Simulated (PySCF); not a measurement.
# What settings do to a single point of [PbBr3]+

The sound run of [PbBr3]+ (singlet) uses PySCF 2.14.0, RKS PBE0, Pb def2-SVP with ECP60, Br def2-SVP; non-relativistic Hamiltonian with scalar-relativistic core potentials where named; density fitting; no spin-orbit coupling, grid (50, 194), threshold 1e-8 Eh and 55 cycles, at the relaxed geometry:

```xyz
4

Pb    0.1781    0.0000    0.0000
Br   -1.0645    0.0000    2.1696
Br   -1.0645    0.0000   -2.1696
Br    2.6795    0.0000    0.0000
```

There Pb1 has a Mulliken charge of 0.94 e and the dipole about the centre of mass is 0.02 D. Each run below changes one thing and starts from free metal ions and neutral atoms unless it says otherwise; with 55 cycles, smearing, a level shift and second-order steps follow where DIIS fails, and their cycles count. Energy shifts count from the sound run.

```csv
change,outcome,cycles,energy shift (eV),largest force component (eV/Å),charge on Pb1 (e),dipole about the centre of mass (D)
all coordinates × 1.12,converged,10,1.07,1.86,0.98,0.02
```

**Question.** One further run converged with energy shift (eV) -0.39, largest force component (eV/Å) 0.42, charge on Pb1 (e) 0.94, dipole about the centre of mass (D) 0.03. Which change was it?
A. start from the bare core Hamiltonian, limit 92 cycles
B. grid (30, 86)
C. cycle limit 3

**Answer.** B.

**Question.** And the other changes listed?

**Answer.** 
```json
{"change": "start from the bare core Hamiltonian, limit 92 cycles", "outcome": "converged", "cycles": "16", "energy shift (eV)": "0.0000", "largest force component (eV/Å)": "0.00", "charge on Pb1 (e)": "0.94", "dipole about the centre of mass (D)": "0.02"}
{"change": "cycle limit 3", "outcome": "not converged", "cycles": "3", "energy shift (eV)": "–", "largest force component (eV/Å)": "–", "charge on Pb1 (e)": "–", "dipole about the centre of mass (D)": "–"}
```

Forces carry noise of the integration grid, about 0.01 to 0.03 eV/Å.
